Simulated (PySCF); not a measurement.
# Radial density of Xe (xenon, neutral)

UHF, [Kr] 4d10 5s2 5p5 6s1, high-spin 3P determinant (an excited configuration). All numbers are calculated (PySCF 2.14, the spin-free X2C one-electron Hamiltonian (Gaussian nucleus), in aug-cc-pwCVTZ-DK3 with one added diffuse shell each of s, p, d, f type (11s10p8d5f1g, 125 functions)).

| r (bohr) | 4πr²ρ (e/bohr) | 4πr²(ρα − ρβ) |
| --- | --- | --- |
| 0.0249 | 66.61 | 0.0087 |
| 0.0419 | 62.62 | 0.0227 |
| 0.0705 | 88.15 | 0.0251 |
| 0.119 | 75.23 | -0.0048 |
| 0.199 | 72.61 | 0.0512 |
| 0.335 | 52.06 | 0.0015 |
| 0.564 | 27.22 | 0.1312 |
| 0.949 | 19.07 | -0.0144 |
| 1.60 | 5.730 | 0.5712 |
| 2.69 | 2.153 | 0.3523 |
| 4.52 | 0.3074 | 0.2091 |
| 7.60 | 0.1234 | 0.1232 |
| 12.8 | 0.003238 | 0.0032 |

Densities and radii are taken from the X2C orbitals without a picture-change correction, which distorts them close to the nucleus.

The outer electron is Rydberg-like, and this basis confines it to a smaller radius and binds it less than a complete one would.

Question: Where is the radial spin density 4πr²(ρα − ρβ) most negative, and why is it negative at all?

Answer: Around r = 0.949 bohr, down to -0.0144 e/bohr: exchange with the open shell polarises the paired shells in an unrestricted calculation.
